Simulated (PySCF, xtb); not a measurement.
Si(I)2(OH)2 (H₂I₂O₂Si), SMILES [Si](I)(O)(O)I.

GFN2-xTB in xtb at its own geometry gives an orbital gap of 5.66 eV and a dipole moment of 6.15 D.

Geometry: PBE-D3(BJ)/def2-SVP. The def2 effective core potentials stand for the cores of I; spin–orbit coupling is left out. Other conformers were not sampled.

Task: What does PBE/def2-TZVP in PySCF give? (An estimate is asked for; the answer gives what the named calculation found.)

Result: gap 4.41 eV (levels -6.58 and -2.17 eV), dipole 1.35 D.
